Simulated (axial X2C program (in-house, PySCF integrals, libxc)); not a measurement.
# NiAs: cheaper levels and CCSD(T), with spin–orbit coupling

All values were computed with an axial X2C code built on PySCF integrals. Two-component (2c) means X2C with spin–orbit coupling and atomic mean-field two-electron Coulomb and Gaunt terms. Basis: As dyall-cv3z [9s9p6d4f1g], Ni dyall-cv3z [9s9p6d3f2g] (cores contracted in-house); Gaussian nuclei, density fitting, unrestricted open shells. Masses: As 74.922 u, Ni 57.935 u.

State: Ω = 7/2 (⟨Sz⟩ = 1.50, ⟨Lz⟩ = 2.00 at HF); fragments As + Ni.

```
level  Re (Å)  ωe (cm⁻¹)  De (eV)
 PBE0   2.198      302.3      n/a
  MP2   2.169      312.3      n/a
 CCSD   2.215      288.7     1.40
  M06   2.212      303.3      n/a
```

Correlated methods: 15 electrons correlated (number of frozen shells: As 3 s, 2 p, 1 d; Ni 3 s, 2 p), 283 virtual spin orbitals or spinors in MP2, 90 natural virtuals in coupled cluster.

CCSD(T), same Hamiltonian and basis:

Re = 2.189 Å, ωe = 305.9 cm⁻¹; T1 = 0.042 (Lee–Taylor normalisation).

(1) Give the differences from CCSD(T) in the columns below.

One determinant describes the state; a PBE0 search over occupations chose it and may have missed a lower one. De is counted from the lowest determinant-based energies of the atoms at the same level, without counterpoise correction. De is not given where an atomic determinant may have missed its ground term or J level, or where the truncated virtual space spoils (T). Density functionals use the spin component along the axis (collinear). Coupled cluster ran in a truncated set of natural virtual spinors; the MP2 energy of the rest was added. (T) has no such correction and the atoms are truncated less, which lowers De at CCSD(T) by a hundredth of an eV or more. Other states lie close and PBE0, whose exact exchange favours high spin, may order them wrongly; the determinant shown need not be the ground state. The nearest other 2c determinant of the search, Ω = 3/2, lies 0.13 eV up at the distance of the search. Without a current term, density functionals place determinants with orbital angular momentum somewhat too high. With several unpaired electrons one determinant need not be a pure state. The T1 diagnostic is large, a sign of multireference character.

## Answers

(1) 

| level | ΔRe (Å) | Δωe (cm⁻¹) |
| --- | --- | --- |
| PBE0 | 0.009 | -4 |
| MP2 | -0.020 | 6 |
| CCSD | 0.026 | -17 |
| M06 | 0.023 | -3 |
